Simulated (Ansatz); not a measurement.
Task: Name a neutral molecule of B, In, O, Zn and H with HOMO–LUMO gap (ωB97M-V/def2-TZVPP) between 8.55 and 8.85 eV and HOMO–LUMO gap (PBE0/def2-TZVPP) between 4.50 and 4.80 eV (Ansatz, PBE0-D4/def2-TZVP geometry).

Result: `[BH2][InH][O][ZnH]` (8.75 eV, 4.69 eV). Other molecules can fit too; these were computed, each in one conformer that needn't be the lowest.
